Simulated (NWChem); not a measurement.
# Basis-set convergence for Cl2Ge

```xyz
3

Ge     0.0000     0.0000    -0.7233
Cl    -1.7089     0.0000     0.6808
Cl     1.7089     0.0000     0.6808
```
Charge 0, spin multiplicity 1.

All runs are NWChem calculations. Structure: optimised with B3LYP/def2-SVP, a minimum by its harmonic frequencies.

Quantity: first vertical ionisation energy at the level G0W0@PBE0.

The Hamiltonian is non-relativistic. GW and range-separated runs recompute their integrals, the others keep them in memory, which bears on the times. The structure started from a generated list of species.

Relative cost: rough, from shared machines, SCF included, def2-TZVP = 1.

```csv
basis,functions,first vertical ionisation energy (eV),relative cost
def2-TZVP,122,10.04,1
def2-TZVPP,132,?,under 3
def2-TZVPD,146,10.04,under 3
def2-QZVP,215,?,6
```

Task: Fill in the missing entries.

Result: 
- def2-TZVPP, first vertical ionisation energy (eV): 10.07
- def2-QZVP, first vertical ionisation energy (eV): 10.30
